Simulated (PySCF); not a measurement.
Species: C₇H₁₀ClF₃.
Geometry (PBE0-D3(BJ)/def2-SVP, Å), atoms numbered from 1 in this order:
```xyz
21
C7H10ClF3 angstrom
F     -3.052    1.075    0.344
C     -2.377    0.125   -0.316
F     -3.085   -1.007   -0.212
F     -2.370    0.472   -1.609
C     -0.978   -0.043    0.233
C     -0.235   -1.175   -0.476
C      1.181   -1.326    0.062
C      1.965   -0.024    0.011
Cl     2.298    0.420   -1.714
C      1.215    1.108    0.695
C     -0.201    1.272    0.162
H     -1.121   -0.318    1.294
H     -0.787   -2.119   -0.359
H     -0.192   -0.956   -1.555
H      1.723   -2.110   -0.488
H      1.148   -1.644    1.120
H      2.959   -0.154    0.459
H      1.778    2.047    0.591
H      1.183    0.871    1.774
H     -0.731    2.052    0.728
H     -0.158    1.605   -0.887
```

Method: PBE0-D3(BJ)/def2-SVP geometry optimisation, gas phase (PySCF).

Masses are those of the commonest isotopes; rigid-rotor values at the optimised geometry. The values belong to one conformer with, in the numbering `[F:1][C:2]([F:3])([F:4])[C@H:5]1[CH2:6][CH2:7][C@@H:8]([Cl:9])[CH2:10][CH2:11]1`, C2–C5–C6–C7 179°, C5–C6–C7–C8 -54°, C6–C7–C8–Cl9 -69°, C7–C8–C10–C11 -53°.

(1) What are A, B and C (MHz)?

(2) Classify the top.

(3) What does the inertial defect say?

(4) Where do the levels up to J = 2 lie, in MHz?

(5) Which lines would a microwave search look for?

(6) Estimate the classical rotational partition function at 10 K, 298.15 K and 500 K.

Answers

(1) Ia = 276.89, Ib = 945.94, Ic = 961.07 u·Å²; 505379 MHz·u·Å²/I gives A = 1825, B = 534.3, C = 525.9 MHz.

(2) A near-prolate asymmetric top: κ = (2 × 534.3 − 1825 − 525.9)/(1825 − 525.9) = -0.99.

(3) Not planar: Δ = Ic − Ia − Ib = -261.76 u·Å². For a rigid frame Δ = −2 Σ m c², so Σ m c² = 130.88 u·Å² lies off the ab plane: 16.75 from hydrogen and 114.13 from heavier atoms. The atom farthest from that plane is 2.12 Å away.

(4) Above 0(0,0):
J = 1: 1(0,1) 1060, 1(1,1) 2351, 1(1,0) 2359
J = 2: 2(0,2) 3180, 2(1,2) 4463, 2(1,1) 4488, 2(2,1) 8361, 2(2,0) 8361
Those of J = 1 are B + C, A + C and A + B.

(5) The dipole components are |μa| = 1.40 D, |μb| = 0.00 D, |μc| = 2.68 D; the mirror of this Cs structure is the ac plane, so μb vanishes by symmetry (the 0.02 D computed is a residue) and there are no b-type lines. Intensities carry the squares of the components, which stand as 0.27 : 1.00 (a : c). Some lines, for components of 0.1 D or more:

```tsv
type	branch	J(Ka,Kc)	MHz	lower level (cm⁻¹)
a	R	1(0,1) ← 0(0,0)	1060	0.000
c	Q	3(1,3) ← 3(0,3)	1270	0.212
c	Q	1(1,1) ← 1(0,1)	1291	0.035
a	R	2(1,2) ← 1(1,1)	2112	0.078
a	R	2(0,2) ← 1(0,1)	2120	0.035
a	R	2(1,1) ← 1(1,0)	2129	0.079
a	R	3(2,1) ← 2(2,0)	3181	0.279
a	R	4(1,4) ← 3(1,3)	4224	0.255
a	R	4(2,3) ← 3(2,2)	4240	0.385
a	R	4(3,2) ← 3(3,1)	4241	0.601
a	R	5(3,3) ← 4(3,2)	5301	0.742
a	R	5(2,3) ← 4(2,2)	5301	0.526
a	R	5(1,4) ← 4(1,3)	5321	0.398
c	R	2(2,1) ← 1(1,1)	6010	0.078
c	R	3(2,1) ← 2(1,1)	7053	0.150
c	R	4(2,2) ← 3(1,2)	8101	0.256
c	R	5(2,3) ← 4(1,3)	9145	0.398
c	R	4(3,1) ← 3(2,1)	10716	0.385
c	R	4(3,2) ← 3(2,2)	10716	0.385
c	R	5(3,3) ← 4(2,3)	11776	0.526
c	R	4(4,0) ← 3(3,0)	13306	0.601
c	R	5(5,0) ← 4(4,0)	16957	1.045
```

(6) Point group Cs, symmetry number σ = 1; q = (√π/σ)·√((kT/h)³/(ABC)), k/h = 20836.6 MHz/K: 7440 at 10 K, 1210000 at 298.15 K, 2630000 at 500 K.

Stationary, but not proved a minimum. No vibrational averaging or centrifugal distortion is included, and the geometry carries the error of its method. Quadrupole hyperfine structure (35Cl) is left out.
